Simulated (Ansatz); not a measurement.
Consider the atomization: `C=C(O)B([SiH3])Cl` → B• + 2 C• + Cl• + 6 H• + O• + Si•.

Isolated molecules relaxed with PBE0-D4/def2-TZVP in Ansatz; ΔE leaves out vibrations. CBS: MP2 limit from def2 TZ/QZ plus the TZ coupled-cluster correction, frozen cores. This one scheme is used for every species, atoms too. DFT in def2-TZVPP. B3LYP here is the variant with VWN-RPA as its local correlation; programs differ in this. No spin–orbit coupling; open shells (•) take unrestricted orbitals. Spin–orbit coupling would lower the free atoms: a little for B, C, Cl, O, Si. Each species was taken in one conformer, which may not be the lowest.

| level | ΔE (kJ/mol) |
| --- | --- |
| B3LYP-D4 | 4458.3 |
| B2PLYP | 4407.4 |
| HF/def2-TZVPP | 3277.6 |
| SCS-MP2/def2-TZVPP | 4386.1 |

(1) What does CCSD(T)/CBS give? (Best estimate.)

Largest T1 diagnostic among the species: 0.014.

Results:

(1) The calculation gave: +4449.1 kJ/mol. The listed levels differ from it by 9.2, -41.7, -1171.5, -63.0 kJ/mol.

In def2-TZVPP, CCSD(T) changes the Hartree–Fock value by +1057.8 kJ/mol (the triples alone add +75.1 kJ/mol) and MP2 by +1145.3 kJ/mol; breaking electron pairs costs correlation energy, which Hartree–Fock lacks. The D4 term adds +47.9 kJ/mol with B3LYP and +25.4 kJ/mol with PBE0; it sums over pairs of atoms, weighted by their polarisabilities, and B3LYP, whose exchange is more repulsive, gets the larger term.

For atomizations the MP2-based limit and the directly extrapolated one differ by several kJ/mol either way, and by 10 to 25 for some Ge, Se and Sn compounds, so smaller differences from it don't rank the levels.
